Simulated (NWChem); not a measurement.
Species: Si2H3, doublet; SMILES [SiH]=[SiH2]

All runs: NWChem. Spin-unrestricted. Spin-contaminated determinants: UHF/3-21G (<S²> = 1.11). No stability test was run on the SCF state. Each level has its own optimisation; frequencies are unscaled. Brackets give each atom's bonded neighbours.

For level UHF/3-21G:

| Quantity | Result |
|---|---|
| r Si–Si (Å) | 2.363 |

Question: What are these values for level CAM-B3LYP/def2-SVP?

Answer: The r Si–Si (Å) comes out as 2.284.
